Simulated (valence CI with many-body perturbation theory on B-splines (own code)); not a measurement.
**Rb³²⁺ in brief**

Computed by valence CI with perturbative core correlation (CI+MBPT): three valence electrons over a frozen Dirac-Fock core [He], radial functions for each j: 11 s, 11 p, 10 d, 8 f, 5 g, 2 h, with the one-electron correlation potential Σ1 (screened to all orders), the two-electron term Σ2, the three-electron term Σ3, Breit, model QED; selected single and double excitations, second order for the rest, scaled by the run's own slope (own B-spline code, finite nucleus).

The last digits are not significant, and no measured levels were compared; by estimate large intervals hold to a few tenths of a per cent, small ones and those within an open d or f shell to about a per cent.

Levels are named by their leading jj configuration (3d3/2^4 stands for four electrons in 3d with j = 3/2), which in mixed levels can hold well under half, so a name can repeat and another be missing.

Rates and lifetimes use the calculated energies. Strong lines usually hold to 10 to 20 %, long lifetimes can be off by a factor of two.

Task: What is the ground level?

Result: (2s^2 2p1/2) J=1/2, composition 99 % 2s2 2p 2P°, g = 0.655.

Task: How well does LS coupling describe the low levels?

Result: Among the lowest 20 levels the leading LS term, summed over configurations, holds 82 % on average. For single configurations the figures are 81 % in LS and 93 % in jj coupling. Terms mix most in the J = 3/2 level at 21.71 Ry, where the leading one holds 47 %.

Task: What is the ionisation energy?

Result: 3989.6 eV; NIST lists 3988 ± 3 eV (semi-empirical).

Task: Among levels below 239.45 Ry, which E1 lines absorb most strongly from the ground level?

Result: to (2s^2 3d3/2) J=3/2 at 0.5353 nm, f = 0.703; to (2s 2p1/2 3p3/2) J=3/2 at 0.5233 nm, f = 0.223; to (2s 2p1/2 3p3/2) J=1/2 at 0.5245 nm, f = 0.132.

Task: Where does the other parity begin?

Result: At (2s 2p1/2^2) J=1/2, 6.65 Ry.
